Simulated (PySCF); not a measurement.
CH₅S, SMILES C[SH2+], charge +1. Coordinates come from a B3LYP-D3(BJ)/def2-TZVP optimisation. The isomer is the one that the SMILES or the coordinates give; other isomers of the formula were not compared.

TDDFT-PBE/def2-TZVPD (PySCF) puts the lowest singlet excitations at 8.02, 8.11, 8.84, 8.91, 9.08, 9.34 eV.

Problem. What are the lowest excitation roots from PySCF 2.14.0 with ADC(2)/aug-cc-pVDZ? (The exact figures need the calculation; the answer reports its results.)

Solution. 9.02, 9.19, 9.78, 10.69, 11.16, 11.29 eV. S1 differs by 1.00 eV (second minus first; roots are paired by order, and the bases may differ).
